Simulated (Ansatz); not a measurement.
Coupled-cluster diagnostics for diphenyliodonium dicyanamide, `N#C[N-]C#N.c1ccc([I+]c2ccccc2)cc1`, Ansatz.

Geometry of the singlet (PBE-D4/def2-SVP):

```xyz
28

N    -1.591    0.382    1.712
C    -1.235   -0.585    1.111
N    -0.889   -1.678    0.491
C     0.000   -1.797   -0.451
N     0.807   -1.966   -1.315
C    -3.159    0.489   -2.762
C    -3.134    1.318   -1.630
C    -1.917    1.628   -1.001
C    -0.760    1.077   -1.561
I     1.140    1.680   -0.742
C     1.760    0.468    0.929
C     1.341    0.858    2.205
C     1.857    0.132    3.291
C     2.744   -0.936    3.076
C     3.120   -1.303    1.774
C     2.623   -0.600    0.664
C    -0.737    0.230   -2.674
C    -1.972   -0.054   -3.279
H    -4.122    0.248   -3.239
H    -4.068    1.717   -1.206
H    -1.893    2.220   -0.077
H     0.597    1.649    2.359
H     1.537    0.397    4.310
H     3.133   -1.502    3.936
H     3.788   -2.161    1.605
H     2.841   -0.928   -0.362
H     0.188   -0.254   -3.016
H    -1.997   -0.730   -4.147
```

In the def2 sets I takes a core potential; there is no spin–orbit coupling. Correlated methods freeze 21 core orbitals; core or outer-core shells of I are correlated, in sets that lack core-valence functions. In the singlet geometry the species has come apart into loosely held pieces.

Task: Estimate the CCSD(T) correlation energy, the shares of MP2 and (T), T1 and the reference's ⟨S²⟩ for: charge 0, singlet, own geometry in def2-SVP; and the rough time on 2 threads of AMD EPYC 7R13 on a shared host and a share (18 GiB) of an NVIDIA H100 80GB HBM3.

Result: 
| state | basis | correlation (eV) | MP2 share (%) | (T) share (%) | T1 | ⟨S²⟩ (pure) | wall time | remarks |
| --- | --- | --- | --- | --- | --- | --- | --- | --- |
| charge 0, singlet, own geometry | def2-SVP | -71.180 | 93.1 | 4.7 | 0.014 | 0.00 (0.00) | 41 s | restricted SCF unstable |
Customary marks for T1 are 0.02 (closed shells), 0.045 (open shells) and about 0.05 (3d metals). T1 stays under 0.02 throughout.
